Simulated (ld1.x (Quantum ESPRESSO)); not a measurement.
# Reading a pseudo-wave (Cu)

Columns: radius, all-electron u(r) and pseudo u(r) of the 3p shell (level -117.80 eV) of copper in the configuration [Ne] 3s2 3p6 3d8 4s0 4p0; PBE, scalar-relativistic, TM scheme, ld1.x (Quantum ESPRESSO) 7.5.

| r (bohr) | all-electron | pseudo |
| --- | --- | --- |
| 0.060 | 0.4168 | -0.0316 |
| 0.120 | 0.6639 | -0.1231 |
| 0.180 | 0.5086 | -0.2645 |
| 0.240 | 0.1389 | -0.4406 |
| 0.300 | -0.2760 | -0.6326 |
| 0.360 | -0.6420 | -0.8205 |
| 0.420 | -0.9219 | -0.9861 |
| 0.480 | -1.1099 | -1.1154 |
| 0.540 | -1.2161 | -1.2005 |
| 0.600 | -1.2564 | -1.2396 |
| 0.660 | -1.2476 | -1.2369 |
| 0.720 | -1.2043 | -1.2000 |
| 0.780 | -1.1385 | -1.1381 |
| 0.840 | -1.0595 | -1.0606 |
| 0.900 | -0.9739 | -0.9751 |
| 0.960 | -0.8866 | -0.8873 |
| 1.020 | -0.8008 | -0.8010 |
| 1.080 | -0.7187 | -0.7187 |
| 1.140 | -0.6415 | -0.6415 |
| 1.200 | -0.5700 | -0.5700 |
| 1.260 | -0.5045 | -0.5045 |
| 1.320 | -0.4451 | -0.4451 |
| 1.380 | -0.3915 | -0.3915 |
| 1.440 | -0.3436 | -0.3436 |
| 1.500 | -0.3008 | -0.3008 |
| 1.560 | -0.2627 | -0.2627 |

Task: How many radial nodes do the two functions have?

Result: The all-electron 3p function has n − l − 1 = 1; the pseudo-wave has 0, since the states of the same l below it are removed with the core.

Task: At about which radius was the pseudo-wave matched?

Result: 1.20 bohr. The columns agree to 0.0005 from 1.02 bohr on; several derivatives are matched, so the curves merge somewhat inside the radius.

Task: Is the pseudo-wave norm-conserving?

Result: Yes: the TM scheme keeps the norm inside the radius equal to the all-electron one, which fixes the energy derivative of the logarithmic derivative at the level.
